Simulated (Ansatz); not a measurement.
Two isomers of C3H8Si2: A = `C[SiH2]C1=C[SiH2]1`, B = `C=C=C([SiH3])[SiH3]`.

Computed with Ansatz on PBE0-D4/def2-TZVP structures; ΔE is electronic, products minus reactants. CCSD(T)/CBS is the MP2 limit (def2-TZVPP, def2-QZVPP) plus CCSD(T) − MP2 in def2-TZVPP, frozen cores. DFT in def2-TZVPP. Each species was taken in one conformer, which may not be the lowest.

(1) Which isomer does CCSD(T)/CBS put lower? Give the gap. (Best estimate.)

(2) Give E(B) − E(A) in kcal/mol with r2SCAN-D4, HF/def2-TZVPP, CCSD/def2-TZVPP, CCSD(T)/def2-TZVPP, B2PLYP, PBE-D4, PBE0-D4. (Estimate.)

Largest T1 diagnostic: 0.013.

Results:

(1) Computed: A, by 4.5 kcal/mol.

(2) Computed: r2SCAN-D4 3.7, HF/def2-TZVPP -1.2, CCSD/def2-TZVPP 3.4, CCSD(T)/def2-TZVPP 3.5, B2PLYP 2.0, PBE-D4 3.4, PBE0-D4 5.1. The order is the other way round with HF/def2-TZVPP.

From PBE to PBE0 (25 % exact exchange), in def2-TZVPP and without D4, E(B) − E(A) moves by +1.7 kcal/mol. In def2-TZVPP, CCSD(T) changes the Hartree–Fock value by +4.7 kcal/mol (the triples alone add +0.1 kcal/mol) and MP2 by +6.6 kcal/mol.
